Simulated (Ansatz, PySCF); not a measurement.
Process, species as SMILES: [CH2]OC=O → CO[C]=O
Each molecule is optimised on its own at B3LYP-D3(BJ)/def2-TZVP (Ansatz, a first-principles code), one conformer each, not searched for the lowest.

Quantity: isomerisation energy (enthalpy at 298 K, with B3LYP-D3(BJ) rigid-rotor harmonic-oscillator terms from PySCF), in kcal/mol. Valence correlation only, unless marked. Open shells are spin-unrestricted. No spin-orbit coupling. Non-relativistic. Basis-set limits of correlation are two-point, X^-3; Hartree-Fock from the larger set. [CCSD(T)-MP2]/basis is that difference in the basis named.

| level | program | isomerisation energy (kcal/mol) | minus last row |
|---|---|---|---|
| BHLYP-D4/def2-TZVPD | Ansatz + dftd4 | 0.9 | 1.3 |
| r2SCAN0-D4/def2-TZVPD | Ansatz + dftd4 | 1.3 | 1.7 |
| CAM-B3LYP-D3(BJ)/def2-TZVPD | Ansatz + dftd3 | 0.4 | 0.8 |
| wB97X-V/def2-TZVPD | Ansatz | -0.5 | -0.1 |
| RI-MP2/cc-pVQZ | Ansatz | -0.9 | -0.5 |
| SCS-MP2/6-31G* | Ansatz | -2.0 | -1.6 |
| RI-MP2/CBS(cc-pVTZ,cc-pVQZ)+[CCSD(T)-MP2]/cc-pVTZ | Ansatz | -0.4 | 0.0 |
